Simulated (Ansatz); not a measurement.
C₂H₇BOSi (`CB1C[SiH2]O1`). Total charge 0; spin multiplicity 1.

```xyz
12

C    -1.201    0.666    1.403
B    -0.266    0.290    0.216
C     0.536   -1.071   -0.112
Si    1.024   -0.022   -1.561
O     0.040    1.147   -0.824
H    -2.041   -0.035    1.462
H    -1.595    1.680    1.328
H    -0.666    0.566    2.354
H    -0.088   -1.946   -0.298
H     1.309   -1.340    0.610
H     2.430    0.446   -1.670
H     0.519   -0.380   -2.911
```

Question: Give the diagnostics of a CCSD(T)/def2-TZVPP run (frozen core, Ansatz). (An estimate is asked.)

Answer: Computed: T1 = 0.0126, largest single amplitude 0.029, largest double 0.020, (T) share of the correlation energy 3.8 %, 10 CCSD cycles. The RHF solution is stable towards an unrestricted one. T1 lies under the customary mark of 0.02 for closed shells.
